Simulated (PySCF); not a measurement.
C8H7O2P.
SMILES with atom numbers: `[CH3:1][O:2][c:3]1[o:4][c:5]2[cH:6][cH:7][cH:8][cH:9][c:10]2[p:11]1`

NICS = −σ at a ghost point: NICS(0) at the centroid of the ring atoms, NICS(1) 1 Å to either side along the normal of their mean plane, zz for the tensor component along that normal. Level: GIAO PBE0/pcSseg-1 (PySCF, non-relativistic, gas phase) on the GFN2-xTB geometry, one conformer.

Rings: 1. C3–O4–C5–C10–P11; 2. C5–C6–C7–C8–C9–C10.

```csv
set,NICS(0),"NICS(1), two faces","NICS(1)zz, two faces"
P,-9.2,-8.6 / -8.6,-17.1 / -17.1
Q,-10.2,-11.8 / -11.8,-29.1 / -29.1
```

Q: Which set (ppm) belongs to which ring?

A: P = 1, Q = 2.
- 1 (5-membered ring with O and P; formal bonds all aromatic): mean NICS(1)zz -17.1 ppm, shielded.
- 2 (6-membered carbocycle; formal bonds all aromatic): mean NICS(1)zz -29.1 ppm, shielded. For a flat ring without four-coordinate atoms the NICS criterion counts such a value as aromatic, though in fused rings the probe also feels the neighbouring ring.

Q: How do the rings differ in shape?

A: 
| ring | bond lengths (Å) | rms pucker (Å) | HOMA | nearest outside atom to a NICS(1) probe (Å) |
| --- | --- | --- | --- | --- |
| 1 | 1.344, 1.359, 1.404, 1.791, 1.718 | 0.00 | 0.29 | oxygen 2.71 |
| 2 | 1.386, 1.380, 1.394, 1.378, 1.394, 1.404 | 0.00 | 0.98 | hydrogen 2.65 |

HOMA = 1 − mean of α(R − Ropt)² over the ring bonds, with Krygowski's 1993 parameters (CC: Ropt 1.388 Å, α 257.7 Å⁻²; CO: Ropt 1.265 Å, α 157.38 Å⁻²; CP: Ropt 1.698 Å, α 118.91 Å⁻²).

The run took 1.7 min wall (grids of density and orbitals included) on Arm Neoverse N1, one thread, shared host with 64 logical CPUs at a one-minute load of 57, and the process peaked at 1.1 GiB of memory. This is the whole shielding run at PBE0/pcSseg-1, SCF included.

The values belong to the conformer `[CH3:1][O:2][c:3]1[o:4][c:5]2[cH:6][cH:7][cH:8][cH:9][c:10]2[p:11]1`: C1–O2–C3–O4 0°.
